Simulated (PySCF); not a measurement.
# Working out the ionisation energy of Ni

Ni [Ar] 3d8 4s2 (3F) → Ni⁺ [Ar] 3d9 (2D). All numbers are calculated (PySCF 2.14, the non-relativistic Hamiltonian (point nucleus), in cc-pVDZ (6s5p3d1f, 43 functions)). Frozen: [Ar]. Energies in hartree (1 hartree = 27.21139 eV):

```
             part    Ni (lower)   Ni⁺ (upper)
              UHF  -1506.876307  -1506.594329
MP2 opposite-spin     -0.170960     -0.196515
    MP2 same-spin     -0.098517     -0.119771
```

**Question.** What does Hartree-Fock give?

**Answer.** (-1506.594329) − (-1506.876307) = 0.281978 hartree = 7.673 eV.

**Question.** What do MP2 and SCS-MP2 (6/5 opposite-spin, 1/3 same-spin) give?

**Answer.** The opposite-spin parts differ by -0.695 eV and the same-spin parts by -0.578 eV. MP2: 7.673 + (-0.695) + (-0.578) = 6.400 eV. SCS-MP2: 7.673 + 1.2 × (-0.695) + (-0.578)/3 = 6.646 eV.

Reference: 7.640 eV (measured; NIST Atomic Spectra Database, ionization energies), between the lowest levels; spin-orbit coupling is absent from the calculation.

The calculation is non-relativistic.

A double-zeta basis recovers only part of the correlation energy.

What remains against the reference includes basis incompleteness, the frozen core and correlation beyond second order.
